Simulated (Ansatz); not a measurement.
This triplet is an excited state, 1.53 eV above the relaxed singlet at the level frozen-core CCSD(T)/cc-pVTZ // PBE0-D3(BJ)/def2-TZVP (Ansatz, a first-principles code).

A geometry relaxed with PBE0-D3(BJ)/def2-TZVP (Ansatz), charge 0, multiplicity 3:

```xyz
7

H     -2.0318    -0.7605    -0.2498
N     -1.3026    -0.1386     0.0571
H      1.3575     1.1714     0.8132
H     -1.5883     0.7780     0.3776
B      1.3024     0.0464     0.3799
C     -0.0326    -0.4965     0.0441
H      2.2954    -0.6002     0.2301
```

Q: Write the SMILES of this molecule.

A: `B[C]N`
